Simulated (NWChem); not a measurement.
System: SnH3OF; SMILES [F][SnH2][OH]

Input file for NWChem:

```
start job
memory heap 200 mb stack 900 mb global 1100 mb
geometry units angstroms noautosym
  Sn    -0.289365     0.007559     0.001514
  O      1.046348    -1.446612    -0.025989
  F      0.800836     1.614268    -0.004276
  H     -1.160738    -0.049161    -1.460780
  H     -1.148754     0.045719     1.476909
  H      1.945160    -1.095068     0.300000
end
basis spherical
  * library def2-svp
end
ecp
  Sn library def2-ecp
end
dft
  xc pbe0
  grid fine
  iterations 150
end
driver
  maxiter 120
  tight
end
task dft optimize
dft
  grid fine
  convergence energy 1d-8 density 1d-7
end
task dft freq numerical
```

NWChem printed, in part:

```
             Northwest Computational Chemistry Package (NWChem) 7.3.0
             --------------------------------------------------------

                             Geometry "geometry" -> ""
                             -------------------------

 Output coordinates in angstroms (scale by  1.889725989 to convert to a.u.)

  No.       Tag          Charge          X              Y              Z
 ---- ---------------- ---------- -------------- -------------- --------------
    1 Sn                  50.0000    -0.30001823    -0.02436894    -0.00056361
    2 O                    8.0000     1.03569477    -1.47853994    -0.02806661
    3 F                    9.0000     0.79018277     1.58234006    -0.00635361
    4 H                    1.0000    -1.17139123    -0.08108894    -1.46285761
    5 H                    1.0000    -1.15940723     0.01379106     1.47483139
    6 H                    1.0000     1.93450677    -1.12699594     0.29792239

 Effective nuclear repulsion energy (a.u.)     296.1077519166

                                Z-matrix (autoz)
                                --------

 Units are Angstrom for bonds and degrees for angles

      Type          Name      I     J     K     L     M      Value
      ----------- --------  ----- ----- ----- ----- ----- ----------
    1 Stretch                  1     2                       1.97471
    2 Stretch                  1     3                       1.94167
    3 Stretch                  1     4                       1.70318
    4 Stretch                  1     5                       1.70786
    5 Stretch                  2     6                       1.01868
    6 Bend                     1     2     6               109.76901
    7 Bend                     2     1     3               103.26941
    8 Bend                     2     1     4               108.03391
    9 Bend                     2     1     5               111.64478
   10 Bend                     3     1     4               108.19532
   11 Bend                     3     1     5               105.46318
   12 Bend                     4     1     5               119.01276
   13 Torsion                  3     1     2     6          20.55110
   14 Torsion                  4     1     2     6         135.01859
   15 Torsion                  5     1     2     6         -92.29745

                           NWChem Geometry Optimization
                           ----------------------------

[...]

      ----------------------
      Optimization converged
      ----------------------

  Step       Energy      Delta E   Gmax     Grms     Xrms     Xmax
  ---- ---------------- -------- -------- -------- -------- --------
@   22    -390.86843134 -1.2D-10  0.00000  0.00000  0.00002  0.00006
                                     ok       ok       ok       ok

                                Z-matrix (autoz)
                                --------

 Units are Angstrom for bonds and degrees for angles

[...]

 Rotational Constants
 --------------------
 A=   0.355693 cm-1  (  0.511752 K)
 B=   0.182229 cm-1  (  0.262181 K)
 C=   0.129631 cm-1  (  0.186506 K)

 Temperature                      =   298.15K
 frequency scaling parameter      =   1.0000

 Zero-Point correction to Energy  =   18.082 kcal/mol  (  0.028815 au)
 Thermal correction to Energy     =   21.266 kcal/mol  (  0.033890 au)
 Thermal correction to Enthalpy   =   21.858 kcal/mol  (  0.034833 au)

 Total Entropy                    =   73.428 cal/mol-K
   - Translational                =   41.024 cal/mol-K (mol. weight = 155.9186)
   - Rotational                   =   24.755 cal/mol-K (symmetry #  =        1)
   - Vibrational                  =    7.649 cal/mol-K

 Cv (constant volume heat capacity) =   16.526 cal/mol-K
   - Translational                  =    2.979 cal/mol-K
   - Rotational                     =    2.979 cal/mol-K
   - Vibrational                    =   10.567 cal/mol-K

[normal modes left out]

 ----------------------------------------------------------------------------
 Normal Eigenvalue ||           Projected Infra Red Intensities
  Mode   [cm**-1]  || [atomic units] [(debye/angs)**2] [(KM/mol)] [arbitrary]
 ------ ---------- || -------------- ----------------- ---------- -----------
    1       -0.000 ||    0.002911           0.067         2.838       0.550
    2       -0.000 ||    0.000083           0.002         0.080       0.016
    3       -0.000 ||    0.001092           0.025         1.064       0.206
    4        0.000 ||    0.000001           0.000         0.001       0.000
    5        0.000 ||    0.001079           0.025         1.052       0.204
    6        0.000 ||    0.001555           0.036         1.516       0.294
    7      153.413 ||    0.036479           0.842        35.562       6.888
    8      219.332 ||    0.117394           2.708       114.441      22.166
    9      450.191 ||    0.067846           1.565        66.140      12.810
   10      516.758 ||    0.003164           0.073         3.084       0.597
   11      630.464 ||    0.084936           1.960        82.800      16.037
   12      640.004 ||    0.141715           3.269       138.151      26.758
   13      667.078 ||    0.050421           1.163        49.153       9.520
   14      673.026 ||    0.053177           1.227        51.840      10.041
   15      851.015 ||    0.092475           2.133        90.150      17.461
   16     1957.741 ||    0.102080           2.355        99.513      19.274
   17     1998.495 ||    0.115894           2.674       112.979      21.883
   18     3896.968 ||    0.081009           1.869        78.972      15.296
 ----------------------------------------------------------------------------
```

Level: PBE0/def2-SVP with def2 effective core potentials on Sn. def2 effective core potentials on Sn; no spin-orbit coupling.
